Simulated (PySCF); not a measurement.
Spectra and structures to be paired. Level of theory: TDDFT PBE0/def2-SVPD, vertical, gas phase, core orbitals frozen in the response (PySCF). Geometries: GFN2-xTB; one conformer of each isolated species. Triplets are in the Tamm–Dancoff approximation.

A. `O=C(Cl)C1=CC=CC=C1`
B. `O=S(C=C)(=O)O`
C. `C=NCCC(=O)NC`
D. `[SiH2]1P[SiH2]P1`

Lowest singlet levels (six at most, fewer where fewer were computed) with oscillator strengths:

1. 4.97 eV (f 0.001); 5.21 eV (f 0.006); 5.25 eV (f 0.001); 5.79 eV (f 0.001); 6.61 eV (f 0.018); 6.84 eV (f 0.004); T1 4.17 eV
2. 4.47 eV (f 0.000); 4.78 eV (f 0.021); 5.24 eV (f 0.298); 5.66 eV (f 0.000); 6.03 eV (f 0.010); 6.49 eV (f 0.118); T1 3.63 eV
3. 6.48 eV (f 0.006); 6.81 eV (f 0.027); 7.11 eV (f 0.080); 7.32 eV (f 0.125); 7.99 eV (f 0.005); 8.05 eV (f 0.066); T1 4.40 eV
4. 4.45 eV (f 0.000); 4.68 eV (f 0.000); 5.02 eV (f 0.008); 5.30 eV (f 0.000); 5.80 eV (f 0.000); 6.20 eV (f 0.054); T1 4.03 eV

Problem. Which spectrum belongs to which structure?

Solution. 1 = C, 2 = A, 3 = B, 4 = D.
- A: S1 at 4.47 eV, HOMO-2→LUMO (94%); Löwdin shares by element: HOMO carbon 79% or more (atoms not listed hold the other 21%); LUMO carbon 45% or more, oxygen 18% (atoms not listed hold the other 37%); HOMO -8.07 and LUMO -2.31 eV; point group Cs, 2 of its 6 listed states under f = 0.0005.
- B: S1 at 6.48 eV, HOMO-1→LUMO (58%), HOMO→LUMO (34%); Löwdin shares by element: HOMO carbon 55%, oxygen 29% or more (atoms not listed hold the other 16%); LUMO carbon 69%, sulfur 7%, hydrogen 6% or more (atoms not listed hold the other 19%); HOMO -9.06 and LUMO -1.42 eV.
- C: S1 at 4.97 eV, HOMO-2→LUMO (89%); Löwdin shares by element: HOMO (one of a set within 0.03 eV) oxygen 67%, carbon 19% or more, nitrogen 6% or more; LUMO carbon 39% or more, nitrogen 36% or more, hydrogen 15% or more; HOMO -7.02 and LUMO -0.94 eV.
- D: S1 at 4.45 eV, HOMO→LUMO (98%); Löwdin shares by element: HOMO phosphorus 73%, silicon 17%; LUMO silicon 43%, phosphorus 36% (atoms not listed hold the other 22%); HOMO -6.59 and LUMO -0.95 eV; point group C2h, 4 of its 6 listed states under f = 0.0005.
A and D have S1 within 0.02 eV of each other; their strongest listed levels stand at 5.24 eV (f 0.298) and 6.20 eV (f 0.054).
